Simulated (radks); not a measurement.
Values are calculated unless marked as measured or tabulated.
Rh VII, configuration [Kr] 4d3. Code: a radial shooting solver on a logarithmic mesh with Libxc functionals. Model: non-relativistic Kohn-Sham, PBE, spin-polarised, spherical densities, point nucleus; open shells are filled with parallel spins first (spin-orbit coupling, left out, can overturn this in heavy ions); relativity is left out, which matters for an element this heavy.

Radial electron density D(r) = 4 pi r^2 rho(r):

r (bohr)  D(r) (e/bohr)   spin D(r)
0.002422          3.782  -0.0000935
0.002775          4.809   -0.000119
0.003154          6.004   -0.000148
0.003585          7.461   -0.000184
0.004074          9.223   -0.000228
0.004668          11.48   -0.000283
0.005305          14.00   -0.000346
0.006029          16.95   -0.000418
0.006853          20.33   -0.000502
0.007851          24.40   -0.000602
0.008923          28.64   -0.000707
0.01014           33.19   -0.000821
0.01153           37.90   -0.000940
0.01321           42.87    -0.00107
0.01501           47.25    -0.00119
0.01706           51.04    -0.00130
0.01939           53.92    -0.00139
0.02204           55.65    -0.00147
0.02525           56.06    -0.00151
0.02869           55.14    -0.00148
0.03261           53.25    -0.00131
0.03706           50.96   -0.000838
0.04246           48.95    0.000371
0.04826           48.35     0.00285
0.05485           49.71     0.00780
0.06234           53.23      0.0171
0.07142           58.84      0.0349
0.08118           64.64      0.0633
0.09226           69.21       0.108
0.1049            70.91       0.174
0.1201            68.55       0.272
0.1365            62.85       0.389
0.1552            55.62       0.524
0.1764            49.51       0.660
0.2021            46.79       0.777
0.2297            48.42       0.825
0.261             52.49       0.781
0.2967            55.79       0.635
0.3372            55.18       0.408
0.3863            48.80       0.149
0.4391            38.74    -0.00503
0.499             27.90      0.0352
0.5672            19.45       0.342
0.6498            14.81       0.959
0.7385            13.89        1.72
0.8394            14.30        2.45
0.954             14.09        2.95
1.093             12.21        3.05
1.242             9.246        2.73
1.412             6.052        2.12
1.605             3.422        1.42
1.838             1.588       0.793
2.089            0.6610       0.389
2.375            0.2348       0.161
2.699           0.06997      0.0544
3.092           0.01546      0.0133
3.514          0.002923     0.00268
3.994         0.0004188    0.000400

D(r) has 4 maxima, at r = 0.0245, 0.104, 0.311, 0.881 bohr, and minima at 0.0475, 0.204, 0.733 bohr, inside which lie 2.04, 11.19, 29.22 electrons.
